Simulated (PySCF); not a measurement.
# TlCd⁺: one state, many levels of theory

State: ¹Σ⁺ (singlet), closed shell. Set-up: basis Tl def2-SVP with ECP60, Cd def2-SVP with ECP28; scalar-relativistic core potentials; PySCF 2.14. De refers to Tl⁺ + Cd in their ground configurations, without counterpoise correction. A positive dipole points towards Cd; it is taken about the centre of mass and depends on that origin.

```json
{"Level": "RHF-MP2", "Re (Å)": "3.276", "ωe (cm⁻¹)": "67.9", "De (eV)": "n/a", "μ (D)": "n/a"}
{"Level": "RHF-SCS-MP2", "Re (Å)": "3.336", "ωe (cm⁻¹)": "63.0", "De (eV)": "n/a", "μ (D)": "n/a"}
{"Level": "RHF-CCSD", "Re (Å)": "3.338", "ωe (cm⁻¹)": "62.6", "De (eV)": "n/a", "μ (D)": "n/a"}
{"Level": "RHF-CCSD(T)", "Re (Å)": "3.314", "ωe (cm⁻¹)": "64.6", "De (eV)": "n/a", "μ (D)": "n/a"}
{"Level": "PBE", "Re (Å)": "3.289", "ωe (cm⁻¹)": "67.5", "De (eV)": "n/a", "μ (D)": "-0.77"}
{"Level": "r²SCAN", "Re (Å)": "3.237", "ωe (cm⁻¹)": "70.8", "De (eV)": "n/a", "μ (D)": "-0.60"}
{"Level": "TPSSh", "Re (Å)": "3.269", "ωe (cm⁻¹)": "68.9", "De (eV)": "n/a", "μ (D)": "-0.56"}
{"Level": "PBE0", "Re (Å)": "3.285", "ωe (cm⁻¹)": "68.5", "De (eV)": "n/a", "μ (D)": "-0.65"}
{"Level": "B97-3", "Re (Å)": "3.405", "ωe (cm⁻¹)": "60.1", "De (eV)": "n/a", "μ (D)": "-1.11"}
{"Level": "MN15", "Re (Å)": "3.292", "ωe (cm⁻¹)": "66.4", "De (eV)": "n/a", "μ (D)": "-1.05"}
{"Level": "LC-ωPBE", "Re (Å)": "3.258", "ωe (cm⁻¹)": "69.9", "De (eV)": "n/a", "μ (D)": "-0.60"}
```

**Question.** What does a quarter of exact exchange do here, going from PBE to PBE0?

**Answer.** PBE0 less PBE: -0.4 pm in Re, +1.5 % in ωe. Exact exchange removes part of the self-interaction that spreads semilocal densities, and in most molecules shortens and stiffens the bond and lowers De; so it does here.

**Question.** What does the step from GGA to meta-GGA do here, going from PBE to r²SCAN?

**Answer.** r²SCAN less PBE: -5.2 pm in Re, +4.9 % in ωe. 

**Question.** What does the triples do here, going from RHF-CCSD to RHF-CCSD(T)?

**Answer.** RHF-CCSD(T) less RHF-CCSD: -2.4 pm in Re, +3.2 % in ωe. Correlation nearly always deepens the well. The bond shortens, as in weak, metallic or heavy-atom bonds, where dispersion and the correlation of outer-core electrons pull the atoms together.

Correlated steps freeze 4 core orbitals. Closed-shell solutions of metal pairs were not tested for spin polarisation, which can lower them a little. Spin–orbit coupling is left out.

The whole job (state search and all levels along the bond) took about 2.9 min on 1 thread of Arm Neoverse V1 (shared host), peak memory 0.74 GiB.
